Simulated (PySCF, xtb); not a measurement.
HSZn, SMILES [SH][Zn] (connectivity only; charge and spin as stated), neutral, multiplicity 2.

Harmonic wavenumbers (cm⁻¹) from xtb with GFN2-xTB at its own minimum, in rising order: 221, 427, 2466.

### Question
What does PBE0-D3(BJ)/def2-TZVP in PySCF give at its own minimum? (The exact figures need the calculation; the answer reports its results.)

### Answer
332, 574, 2698. Paired by order, the mean absolute difference is 164 cm⁻¹ and the zero-point energies are 4.5 and 5.2 kcal/mol.
